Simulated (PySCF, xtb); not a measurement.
In(F)(OH)(NH2) (FH3InNO), SMILES [NH2][In]([OH])[F]. Other conformers were not sampled.

Harmonic wavenumbers (cm⁻¹) from GFN2-xTB (xtb) at its own minimum, in rising order: 74, 105, 111, 157, 294, 339, 420, 472, 696, 706, 755, 1416, 3333, 3366, 3596.

What does PySCF with PBE0-D3(BJ)/def2-SVP give at its own minimum? (The exact figures need the calculation; the answer reports its results.)

108, 127, 146, 235, 292, 462, 596, 614, 650, 814, 853, 1525, 3566, 3674, 3884. Paired by order, the mean absolute difference is 120 cm⁻¹ and the zero-point energies are 22.6 and 25.1 kcal/mol.
